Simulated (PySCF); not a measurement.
Excitations are Tamm–Dancoff values on a coarser integration grid. The basis has no diffuse functions, so Rydberg states are missing or too high.

Cartesian coordinates (Å):
SMILES: C[O][Ge]([NH2])([NH2])[O]C
```xyz
17

C      2.1981    -0.2798     0.5005
O      1.2648    -0.6369    -0.4955
Ge    -0.2447     0.3057    -0.6247
N     -1.2214    -0.6813    -1.7812
N     -0.0875     2.0576    -1.0696
O     -0.9825     0.4152     0.9857
C     -1.5142    -0.7547     1.5729
H      3.0465    -0.9816     0.4524
H      1.7660    -0.3266     1.5184
H      2.5963     0.7443     0.3539
H     -0.7141    -1.4531    -2.2069
H     -1.7265    -0.1527    -2.4870
H     -0.0595     2.6752    -0.2604
H      0.6786     2.2840    -1.6994
H     -2.1533    -1.3185     0.8684
H     -2.1277    -0.4602     2.4398
H     -0.7190    -1.4364     1.9326
```
Charge 0, spin multiplicity 1.

Q: Give the total energy, T1 excitation (TDA), S1–T1 gap (TDA), brightest of the four lowest singlets (TDA) and S1 oscillator strength at the level r2SCAN-D4/def2-TZVP // r2SCAN-D4/def2-SVP run with PySCF.

A: 
total energy: -2419.2089 Ha
T1 excitation (TDA): 5.99 eV
S1–T1 gap (TDA): 0.37 eV
brightest of the four lowest singlets (TDA): 6.76 eV
S1 oscillator strength: 0.014
